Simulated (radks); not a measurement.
Spherical jellium clusters: N electrons in a uniform positive sphere of charge N and radius rs N^(1/3), rs = 2.85 bohr. Method: non-relativistic Kohn-Sham, PBEsol, spin-polarised, spherical densities; computed with a radial shooting solver with Libxc functionals. Levels are named by radial order and angular momentum (1s, 1p, 1d, 2s, ...), and open shells are averaged over m.

N = 19, configuration 1s2 1p6 1d10 2s(up 1, down 0). This is the lowest configuration that the search found. Occupied levels:

level,occupation,eigenvalue (eV),<r> (bohr)
1s up,1,-7.6960,4.520
1s down,1,-7.4522,4.784
1p up,3,-5.9803,5.666
1p down,3,-5.9118,5.686
1d up,5,-4.0433,6.486
1d down,5,-3.9863,6.453
2s up,1,-3.6322,5.684

Energy (eV): total -29.4318, kinetic 59.118, external -1509.8, Hartree 737.13, exchange-correlation -90.925, background 775.02.

Electron density:

r (bohr),n(r) (e/bohr^3)
0.881,0.01025
1.83,0.009475
2.77,0.009507
3.72,0.01054
4.66,0.01137
5.61,0.01047
6.56,0.007538
7.50,0.004065
8.45,0.001703
9.39,0.0006121
10.3,0.0002038
11.3,0.00006675
12.2,0.00002139
